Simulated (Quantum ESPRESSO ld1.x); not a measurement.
The numbers below are computed, except where a source is named.
Question: The aim is the tin ion Sn+ in [Kr] 4d10 5s2 5p1. This ld1.x (Quantum ESPRESSO 7.5) run was made with `OMP_NUM_THREADS=1 ld1.x < ld1.in > ld1.out`. Can the result be used? Name any fault.

```
 &input
    zed=50.0,
    iswitch=1,
    rel=2,
    dft='PZ',
    config='[Kr] 4d10 5s2 5p1 5g1',
    lsmall=.true.,
    prefix='ld1',
    max_out_wfc=37,
    file_charge='ld1.rho',
 /
```

Output (excerpt):

```
     Program LD1 v.7.5 starts

 %%%%%%%%%%%%%%%%%%%%%%%%%%%%%%%%%%%%%%%%%%%%%%%%%%%%%%%%%%%%%%%%%%%%%%%%%%%%%%
     Error in routine el_config (12):
     l not found:G
 %%%%%%%%%%%%%%%%%%%%%%%%%%%%%%%%%%%%%%%%%%%%%%%%%%%%%%%%%%%%%%%%%%%%%%%%%%%%%%

     stopping ...
```

Answer: No (refused). The line at issue: config='[Kr] 4d10 5s2 5p1 5g1'. The program stops in el_config with "l not found:G": the config string knows s, p, d and f alone. The sound input gives -6173.42 hartree.
